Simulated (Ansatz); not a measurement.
Steps of a relaxation of C₄H₈Si, SMILES `C=CC(=C)[SiH3]` with RKS PBE-D4/def2-SVP.

```sh
$ ansatz run in.yaml --threads 4 --pin off --events-out ev --progress --plain --max-ram 10444MiB
```

```yaml
crystal:
  periodic: [false, false, false]
  atoms:
    - {symbol: C, position_ang: [0.593100, -0.223300, -1.994000]}
    - {symbol: C, position_ang: [-0.492900, -0.066300, -1.162000]}
    - {symbol: C, position_ang: [-0.511800, 0.041600, 0.281500]}
    - {symbol: C, position_ang: [-1.579400, 0.159400, 0.944600]}
    - {symbol: Si, position_ang: [1.130100, 0.016500, 1.237100]}
    - {symbol: H, position_ang: [0.362700, -0.229300, -3.076600]}
    - {symbol: H, position_ang: [1.609000, -0.208800, -1.691600]}
    - {symbol: H, position_ang: [-1.440800, -0.026900, -1.627900]}
    - {symbol: H, position_ang: [-1.709400, 0.246100, 2.073400]}
    - {symbol: H, position_ang: [-2.603100, 0.162800, 0.447300]}
    - {symbol: H, position_ang: [0.844200, 0.142600, 2.732900]}
    - {symbol: H, position_ang: [1.879900, -1.237900, 1.027300]}
    - {symbol: H, position_ang: [1.938900, 1.188700, 0.822700]}
basis:
  gaussian: {orbitals: def2-SVP}
hamiltonian: {xc: pbe, dispersion: d4}
relax: {f_tol: 0.03, max_steps: 200}
```

Positions (Å) and forces (eV/Å) along the path, 6 of 6 steps:

```xyz
13
step=1 energy=-12138.7900 eV
C     0.593   -0.223   -1.994   -2.807    0.553   -0.021
C    -0.493   -0.066   -1.162    2.497   -0.358   -0.604
C    -0.512    0.042    0.281    5.883   -0.624   -2.337
C    -1.579    0.159    0.945   -7.175    0.628    3.983
Si    1.130    0.017    1.237   -0.467    0.275    0.614
H     0.363   -0.229   -3.077    0.326   -0.155    0.131
H     1.609   -0.209   -1.692    1.455   -0.132    0.553
H    -1.441   -0.027   -1.628   -1.694    0.044   -0.799
H    -1.709    0.246    2.073    0.546   -0.087   -1.014
H    -2.603    0.163    0.447    0.765    0.047    0.166
H     0.844    0.143    2.733    0.011   -0.029   -0.385
H     1.880   -1.238    1.027    0.307   -0.394   -0.164
H     1.939    1.189    0.823    0.353    0.232   -0.123
13
step=2 energy=-12139.2271 eV
C     0.590   -0.128   -1.984   -0.621   -0.709   -0.299
C    -0.498   -0.038   -1.173    0.583    0.052   -0.172
C    -0.510    0.033    0.286    1.433    0.017   -0.253
C    -1.648    0.127    0.978   -1.922    0.334    0.698
Si    1.145    0.035    1.226   -0.222    0.026    0.160
H     0.411   -0.301   -3.072    0.261    0.329    0.398
H     1.622   -0.265   -1.622    0.012    0.222    0.072
H    -1.478   -0.014   -1.655   -0.452    0.029   -0.179
H    -1.740    0.210    2.085    0.364   -0.104   -0.316
H    -2.642    0.192    0.467    0.408   -0.126    0.033
H     0.842    0.150    2.700    0.046   -0.011   -0.093
H     1.918   -1.224    0.976    0.077   -0.130   -0.022
H     2.009    1.187    0.804    0.033    0.073   -0.027
13
step=3 energy=-12139.2748 eV
C     0.578   -0.163   -1.985   -0.306   -0.171    0.064
C    -0.503   -0.077   -1.176    0.213    0.006    0.233
C    -0.483    0.031    0.303   -0.535   -0.127   -1.167
C    -1.647    0.155    0.981   -0.381    0.204    0.245
Si    1.117    0.016    1.227    0.641    0.093    0.308
H     0.435   -0.247   -3.073    0.123    0.034   -0.028
H     1.607   -0.209   -1.603    0.138    0.083    0.031
H    -1.494   -0.084   -1.667   -0.095    0.057    0.157
H    -1.668    0.287    2.074   -0.031   -0.096    0.040
H    -2.626    0.187    0.466    0.089   -0.038   -0.008
H     0.824    0.113    2.688   -0.022   -0.001    0.175
H     1.910   -1.225    0.960    0.061   -0.149   -0.027
H     1.969    1.181    0.821    0.105    0.106   -0.023
13
step=4 energy=-12139.2999 eV
C     0.572   -0.215   -1.978   -0.034    0.262   -0.168
C    -0.512   -0.078   -1.179    0.041    0.085    0.006
C    -0.501    0.044    0.285   -0.036    0.016   -0.036
C    -1.666    0.183    0.974   -0.124   -0.276    0.125
Si    1.145    0.034    1.226    0.013   -0.025    0.015
H     0.447   -0.244   -3.077    0.099   -0.108    0.192
H     1.610   -0.211   -1.592   -0.152   -0.098   -0.018
H    -1.509   -0.035   -1.660    0.015   -0.048    0.053
H    -1.712    0.214    2.079    0.110    0.135   -0.147
H    -2.647    0.180    0.460    0.108    0.054   -0.035
H     0.851    0.137    2.696    0.001    0.007    0.011
H     1.920   -1.231    0.965   -0.015   -0.003    0.001
H     2.021    1.188    0.813   -0.026   -0.002    0.000
13
step=5 energy=-12139.3154 eV
C     0.565   -0.184   -1.986   -0.001    0.007    0.025
C    -0.517   -0.064   -1.185    0.003   -0.002   -0.012
C    -0.498    0.043    0.277    0.001    0.005    0.068
C    -1.659    0.157    0.975    0.039   -0.009   -0.031
Si    1.143    0.031    1.226   -0.032   -0.006    0.034
H     0.464   -0.258   -3.080    0.004   -0.002    0.011
H     1.591   -0.211   -1.580   -0.002   -0.001   -0.015
H    -1.521   -0.042   -1.647   -0.025    0.000   -0.039
H    -1.683    0.237    2.074    0.002    0.003   -0.010
H    -2.633    0.171    0.454   -0.032    0.001    0.005
H     0.839    0.141    2.696    0.007   -0.001   -0.019
H     1.912   -1.237    0.975    0.013   -0.029   -0.005
H     2.019    1.182    0.815    0.024    0.034   -0.012
13
step=6 energy=-12139.3158 eV
C     0.566   -0.181   -1.983   -0.006    0.000   -0.004
C    -0.518   -0.063   -1.184    0.007   -0.001    0.002
C    -0.499    0.043    0.278   -0.005    0.002    0.002
C    -1.662    0.155    0.975    0.006   -0.001    0.005
Si    1.143    0.030    1.226    0.010   -0.001   -0.004
H     0.467   -0.256   -3.076    0.005    0.001    0.007
H     1.592   -0.206   -1.577    0.001    0.000   -0.002
H    -1.521   -0.044   -1.653   -0.001    0.000   -0.002
H    -1.684    0.237    2.073   -0.003    0.000    0.000
H    -2.638    0.168    0.457   -0.004    0.000    0.000
H     0.845    0.146    2.695   -0.005    0.000   -0.001
H     1.908   -1.243    0.977   -0.003    0.000   -0.001
H     2.023    1.179    0.808   -0.002    0.000   -0.002
```

Run time 7 s (4 threads of an Arm Neoverse V2 on a shared host); peak host memory 0.16 GiB.
